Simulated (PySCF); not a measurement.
Gas-phase reaction: 2 WO2(OH)2 = W2O6 + 2 O + 2 H2

Energies from PySCF (xtb for GFN2), thermal terms from the rigid-rotor harmonic-oscillator model, ideal gas at 1 bar. † marks an energy on the PBE0/def2-TZVP geometry and frequencies; other levels use their own. MP2 freezes the core. Open shells (unrestricted): O (multiplicity 3, electronic degeneracy 9); the rest are closed-shell singlets. GFN2 has no spin-polarisation term. Spin-orbit splitting is ignored; it lowers the true energy and changes the entropy of O. W: scalar-relativistic def2 core potential, no spin-orbit coupling. No R ln 2 is added for the mirror-image form of WO2(OH)2. W2O6: computed as isolated molecules; such fragments, hydroxides, amides, oligomers or adducts are transient or little studied in the gas. MP2 isn't extrapolated to the basis-set limit; its ΔH°(298 K) is 1070.9 kJ in def2-SVP and 1133.4 kJ in def2-TZVPP. The harmonic model lacks anharmonicity and excited electronic states, which grow with temperature; levels with a mode under 35 cm⁻¹ are left out. Soft modes under 120 cm⁻¹ make the harmonic entropy rough for W2O6. Warning, point group unlike the PBE0 one: WO2(OH)2 (GFN2-xTB).

```
level               ΔE electronic, kJ  ΔH°(298 K), kJ  ΔS°(298 K), J/K  ΔG°(2000 K), kJ
------------------  -----------------  --------------  ---------------  ---------------
GFN2-xTB                         1860            1814              307             1187
MP2/def2-SVP†                    1121            1071              306              440
MP2/def2-TZVPP†                  1184            1133              306              502
PBE/def2-SVP                     1259            1212              300              596
PBE/def2-TZVP†                   1235            1184              306              553
PBE0/def2-QZVP†                  1198            1148              306              516
PBE0/def2-SVP†                   1206            1156              306              524
PBE0/def2-TZVP                   1183            1132              306              501
ωB97X-V/def2-TZVP†               1181            1131              306              499
```
ΔH° is lowest at MP2/def2-SVP† and highest at GFN2-xTB. No reference value is set beside these.
